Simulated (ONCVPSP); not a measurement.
Re: one change to an ONCV potential, before and after

```
Element                 : rhenium
Generator               : ONCVPSP 4.0.1
Type                    : optimised norm-conserving Vanderbilt (ONCV)
Functional              : LDA (Perdew-Wang 92)
Relativity              : fully relativistic
Frozen core             : [Kr] 4d10 4f14
Valence charge          : 15
Reference configuration : 5s2 5p6 5d5 6s1.5 (charge +0.5)
Partial waves           : 5s+6s: rc 1.80 bohr, ncon 3, nbas 7, qcut 6.6 1/bohr, 2 projectors; 5p: rc 1.30 bohr, ncon 4, nbas 7, qcut 7.2 1/bohr, 2 projectors, debl 2.1 Ha; 5d: rc 2.15 bohr, ncon 4, nbas 8, qcut 5.9 1/bohr, 2 projectors, debl 1.7 Ha
Local potential         : polynomial inside 0.90 bohr (lpopt 5, dvloc0 2 Ha)
Core correction         : polynomial model core, fcfact 0.75
```

Open shells are filled in proportion to 2j + 1.

Change: all radii but the core radius scaled by about 1.29 (s 2.32, p 1.68, d 2.78 bohr); local potential polynomial inside 1.16 bohr (lpopt 5, dvloc0 2 Ha).

Cutoffs: the cutoffs (Ha) at which the residual kinetic energy of the hardest occupied pseudo-wave falls to 1 and 0.1 mHa per electron; they do not see the model core or the augmentation charge, which bear on the density cutoff. Errors are all-electron minus pseudo energies relative to the spin-unpolarised reference configuration.

**Question.** Predict the effect on cutoff, ghosts and configuration errors.

**Answer.** The potential gets softer (45 Ha and 85 Ha → 18 Ha and 23 Ha); the bound ghost in d, s disappears; of the 4 tests that both files solve, the error grows in 3 and shrinks in 0 by more than 15 % and 0.3 meV (median size 0.4 → 0.7 meV). A larger radius leaves more room for a smooth pseudo-wave, so fewer plane waves are needed. More of the atom is replaced by a form fitted at one configuration, so other configurations suffer.

```tsv
quantity	base	changed
cutoff, loose	45 Ha	18 Ha
cutoff, tight	85 Ha	23 Ha
loose cutoff by channel	s 14 Ha, p 45 Ha, d 14 Ha	s 7.2 Ha, p 18 Ha, d 12 Ha
bound ghosts	s, d3/2	none
GHOST(+) flags under 300 eV	p3/2 at 215.7 eV, p1/2 at 292.3 eV	s at 68.6 eV
error for 5s2 5p6 5d5 6s2, meV [ΔE -3.90 eV]	-0.4	-0.4
error for 5s2 5p6 5d5 6s1, meV [ΔE 5.61 eV]	-0.3	-0.7
error for 5s2 5p6 5d5 6s0, meV [ΔE 22.28 eV]	-5.9	-12
error for 5s2 5p6 5d5 6s1 6p1, meV [ΔE 0.92 eV]	-0.4	-0.8
rms error of d²Exc/dni dnj with the model core, mHa	2.10	2.16
```

 A true bound ghost makes a file unfit for plane-wave use even where its test errors are small: the radial tests pick states by their node count and pass the ghost by.
